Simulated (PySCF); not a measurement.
Compound: CH10SSi3.
Numbering: `[CH3:1][S:2][SiH:3]([SiH3:4])[SiH3:5]` (hydrogens: H6, H7, H8 on C1; H9 on Si3; H10, H11, H12 on Si4; H13, H14, H15 on Si5)

Theory: core-valence-separated Tamm–Dancoff BHandHLYP/aug-pcX-1 (pcseg-1 on H, def2-SVPD on S, def2-SVPD on Si) in PySCF, non-relativistic, gas phase, PBE0-D3(BJ)/def2-SVP geometry.

Computed carbon K-edge spectrum, Gaussian lines of 0.8 eV full width, highest printed point 100; it ends one width below the last computed root. No empirical shift is added; at this level the pattern usually sits a few eV under experiment.

```csv
photon energy (eV),absorption
284.0,0
284.1,1
284.2,2
284.3,5
284.4,9
284.5,15
284.6,24
284.7,35
284.8,47
284.9,58
285.0,65
285.1,68
285.2,64
285.3,56
285.4,45
285.5,34
285.6,24
285.7,18
285.8,14
285.9,13
286.0,14
286.1,16
286.2,19
286.3,23
286.4,28
286.5,37
286.6,48
286.7,62
286.8,77
286.9,91
287.0,99
287.1,100
287.2,93
287.3,81
```

Question: Assign the maxima to core holes.

Answer: 2 maxima:
- 285.1 eV: C1 (S-methyl carbon), 285.09 eV, f = 0.046, 100 % of the height at the exact maximum
- 287.1 eV: C1 (S-methyl carbon), 287.08 eV, f = 0.032, 47 % of the height at the exact maximum; C1 (S-methyl carbon), 287.01 eV, f = 0.027, 39 % of the height at the exact maximum; C1 (S-methyl carbon), 287.19 eV, f = 0.010, 14 % of the height at the exact maximum

Further lines of some strength in the range: C1, 286.23 eV, f = 0.010.

Roots within 0.03 eV on the same or equivalent atoms count as one line; shares under 12 % aren't listed.

Vibrational structure and lifetime widths aren't in the curve. The ionisation threshold wasn't computed; near and above it a finite basis only mimics Rydberg series and continuum.

Shape of the structure used: `[CH3:1][S:2][SiH:3]([SiH3:4])[SiH3:5]`: C1–S2–Si3–Si4 180°.

One conformer stands for the species.
